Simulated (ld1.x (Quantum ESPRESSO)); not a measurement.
## arsenic: variants of one TM potential

Base potential:

| Item | Value |
| --- | --- |
| Element | As |
| Generator | ld1.x (Quantum ESPRESSO) 7.5 |
| Type | norm-conserving Troullier–Martins (Kleinman–Bylander form) |
| Functional | PW91 |
| Relativity | scalar-relativistic |
| Frozen core | [Ar] 3d10 |
| Valence charge | 5 |
| Reference configuration | 4s2 4p3 |
| Partial waves | 4s (bound): rc 1.60 bohr; 4p (bound): rc 1.80 bohr |
| Local potential | all-electron potential smoothed inside 1.75 bohr (lloc = -1) |
| Core correction | a·sin(br)/r model core inside 1.30 bohr |

All-electron outer shells of the reference configuration (PW91, scalar-relativistic, ld1.x):

```csv
shell,level (eV),outermost node (bohr),outermost maximum (bohr)
3p,-133.73,0.22,0.52
3d,-40.73,–,0.47
4s,-14.57,0.73,1.61
4p,-5.24,0.78,1.97
```

Cutoffs, loose and tight: the cutoffs (Ry, on a coarse ladder) from which the occupation-weighted sum of valence levels, in a spherical-Bessel basis at the reference potential, stays within 10 and 1 mRy of its value at 400 Ry. They do not see the model core or the augmentation charge, which bear on the density cutoff. Test errors are all-electron minus pseudo excitation energies from the reference, over the configurations 4s2 4p2; 4s2 4p1; 4s2 4p0; 4s2 4p2.5; 4s1 4p3; 4s1 4p0; 4s2 4p3.3. A dash means not determined; rows that change the core or the reference have their own tests.

A true bound ghost makes a file unfit for plane-wave use even where its test errors are small: the radial tests pick states by their node count and pass the ghost by.

| change | outcome | cutoff, loose | cutoff, tight | bound ghosts | largest test error (meV) |
| --- | --- | --- | --- | --- | --- |
| base | generated | 30 Ry | 50 Ry | none | -306 |
| all radii but the core radius scaled by about 0.75 (s 1.20, p 1.34 bohr); local potential all-electron potential smoothed inside 1.32 bohr (lloc = -1) | generated | 80 Ry | 180 Ry | s | +478 |
| all radii but the core radius scaled by about 0.88 (s 1.40, p 1.58 bohr); local potential all-electron potential smoothed inside 1.54 bohr (lloc = -1) | generated | 35 Ry | 80 Ry | none | -286 |
| all radii but the core radius scaled by about 1.04 (s 1.66, p 1.86 bohr); local potential all-electron potential smoothed inside 1.82 bohr (lloc = -1) | generated | 30 Ry | 50 Ry | none | -311 |
| all radii but the core radius scaled by about 1.33 (s 2.12, p 2.40 bohr); local potential all-electron potential smoothed inside 2.32 bohr (lloc = -1) | generated | 15 Ry | 35 Ry | none | -435 |

Question: What comes out with this change to the base: all radii but the core radius scaled by about 1.15 (s 1.84, p 2.08 bohr); local potential all-electron potential smoothed inside 2.02 bohr (lloc = -1)?

Answer: outcome: generated; cutoff, loose: 30 Ry; cutoff, tight: 45 Ry; bound ghosts: none; largest test error (meV): -334.

Question: What comes out with this change to the base: all radii but the core radius scaled by about 1.28 (s 2.04, p 2.30 bohr); local potential all-electron potential smoothed inside 2.22 bohr (lloc = -1)?

Answer: outcome: generated; cutoff, loose: 18 Ry; cutoff, tight: 40 Ry; bound ghosts: none; largest test error (meV): -390.

Reading the sweep of the scale of all radii but the core radius (base = 1) (base included, trends over the rows without a ghost): The loose cutoff falls from 35 Ry at 0.88 to 15 Ry at 1.33. A larger radius leaves more room for a smooth pseudo-wave, so fewer plane waves are needed; a smaller one forces it to follow the all-electron wave where it bends sharply. The median size of the test errors (rows with all tests solved) rises from 9.6 meV at 0.88 to 23.4 meV at 1.33. More of the atom is replaced by a form fitted at one configuration, so other configurations suffer as the radius grows. Bound ghosts are found at 0.75.
